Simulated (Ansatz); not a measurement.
Program: Ansatz. Geometries: PBE0-D4/def2-TZVP. ΔE: electronic, gas phase. CBS: MP2 limit from def2 TZ/QZ plus the TZ coupled-cluster correction, frozen cores. This one scheme is used for every species. Functionals use def2-TZVPP. For Ge outer-core shells are correlated without core-valence functions, which leaves a few kJ/mol of doubt a bond. Scalar relativity is left out up to krypton. Each species was taken in one conformer, which may not be the lowest.

Reaction (cleavage of the Ge–Si bond): `[OH][GeH]([OH])[SiH3]` + CH₃OH → `C[O][GeH]([OH])[OH]` + SiH₄

```tsv
species	LC-ωPBE energy (Eh)
`[OH][GeH]([OH])[SiH3]`	-2520.23185
CH₃OH	-115.70775
`C[O][GeH]([OH])[OH]`	-2344.15597
SiH₄	-291.79973
```

Problem. Work out ΔE.

Solution. ΔE = (-2344.15597) + (-291.79973) − (-2520.23185) − (-115.70775) = -0.01610 Eh = -0.44 eV. CCSD(T)/CBS gives -0.48 eV.

Largest T1 diagnostic among the species: 0.013.

In def2-TZVPP, CCSD(T) changes the Hartree–Fock value by +0.16 eV (the triples alone add +0.01 eV) and MP2 by +0.11 eV. From PBE to PBE0 (25 % exact exchange), in def2-TZVPP and without D4, ΔE moves by −0.06 eV.
